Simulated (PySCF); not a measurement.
Species: benzoic acid, C7H6O2.
Bonds: O1–C2 (double), C2–O3, C2–C4, C4–C5 (aromatic), C5–C6 (aromatic), C6–C7 (aromatic), C7–C8 (aromatic), C8–C9 (aromatic), C4–C9 (aromatic). Hydrogens: H10 on O3; H11 on C5; H12 on C6; H13 on C7; H14 on C8; H15 on C9.

The same species was optimised twice, with GFN2-xTB and with PBE0-D3(BJ)/def2-SVP (PySCF), and the same property calculations (PySCF, gas phase) were run on both structures.

| coordinate | GFN2-xTB | PBE0-D3(BJ)/def2-SVP | change |
| --- | --- | --- | --- |
| C8–C9 (Å) | 1.382 | 1.392 | +0.010 |
| C6–C7 (Å) | 1.386 | 1.396 | +0.010 |
| C5–C6 (Å) | 1.381 | 1.390 | +0.009 |
| C7–C8 (Å) | 1.386 | 1.395 | +0.009 |
| C2–C4 (Å) | 1.479 | 1.485 | +0.006 |
| C4–C9 (Å) | 1.393 | 1.399 | +0.006 |
| C4–C5 (Å) | 1.394 | 1.399 | +0.005 |
| C2–O3 (Å) | 1.344 | 1.341 | -0.003 |
| O1=C2 (Å) | 1.206 | 1.206 | 0.000 |
| C2–C4–C5 (°) | 118.4 | 117.8 | -0.6 |
| O1–C2–O3 (°) | 121.8 | 122.3 | +0.5 |
| C2–C4–C9 (°) | 121.7 | 122.1 | +0.4 |
| O3–C2–C4 (°) | 113.5 | 113.1 | -0.4 |
| C7–C8–C9 (°) | 120.2 | 120.0 | -0.2 |
| O1–C2–C4 (°) | 124.7 | 124.6 | -0.1 |
| C5–C4–C9 (°) | 119.9 | 120.0 | +0.1 |
| C4–C9–C8 (°) | 119.7 | 119.8 | +0.1 |
| O1–C2–C4–C5 (°) | 0 | 0 | 0 |

Rotational constants: A = 3925, B = 1238, C = 941.3 MHz (GFN2-xTB) against A = 3893, B = 1230, C = 934.6 MHz (PBE0-D3(BJ)/def2-SVP). Point groups within 0.08 Å: Cs and Cs.

On the GFN2-xTB structure: HOMO (eV) -7.71 [PBE0/pcSseg-1]; LUMO (eV) -1.48 [PBE0/pcSseg-1]; dipole (D) 2.04 [PBE0/pcSseg-1]; GIAO shielding of O1 (ppm) -79.4 [PBE0/pcSseg-1]; GIAO shielding of C2 (ppm) 15.9 [PBE0/pcSseg-1]; GIAO shielding of O3 (ppm) 136.4 [PBE0/pcSseg-1]; GIAO shielding of C4 (ppm) 54.0 [PBE0/pcSseg-1]; GIAO shielding of C5/C9 (mean) (ppm) 49.4 [PBE0/pcSseg-1]; GIAO shielding of C6/C8 (mean) (ppm) 53.2 [PBE0/pcSseg-1]; GIAO shielding of C7 (ppm) 47.4 [PBE0/pcSseg-1].

Q: What do these properties become on the PBE0-D3(BJ)/def2-SVP structure?

A: 
```csv
property,level,on GFN2-xTB,on PBE0-D3(BJ)/def2-SVP,change
HOMO (eV),PBE0/pcSseg-1,-7.71,-7.68,+0.03
LUMO (eV),PBE0/pcSseg-1,-1.48,-1.50,-0.02
dipole (D),PBE0/pcSseg-1,2.04,1.98,-0.06
"energy, GFN2-xTB geometry as zero (kcal/mol)",PBE0/pcSseg-1,0.0,-0.3,-0.3
GIAO shielding of O1 (ppm),PBE0/pcSseg-1,-79.4,-73.7,+5.7
GIAO shielding of C2 (ppm),PBE0/pcSseg-1,15.9,15.7,-0.2
GIAO shielding of O3 (ppm),PBE0/pcSseg-1,136.4,134.4,-2.0
GIAO shielding of C4 (ppm),PBE0/pcSseg-1,54.0,52.3,-1.7
GIAO shielding of C5/C9 (mean) (ppm),PBE0/pcSseg-1,49.4,47.4,-2.0
GIAO shielding of C6/C8 (mean) (ppm),PBE0/pcSseg-1,53.2,50.9,-2.3
GIAO shielding of C7 (ppm),PBE0/pcSseg-1,47.4,45.1,-2.3
```

The heavy atoms differ by 0.010 Å rms after alignment. Among bonds between heavy atoms C5–C6, C6–C7, C7–C8 and C8–C9 change most and about equally (+0.009 to +0.010 Å). Changes are differences of the printed values. Neither structure is proved a minimum here.

Shape of the structure used: `[O:1]=[C:2]([OH:3])[c:4]1[cH:5][cH:6][cH:7][cH:8][cH:9]1`: O1–C2–C4–C5 0°, H–O3–C2–O1 0°.
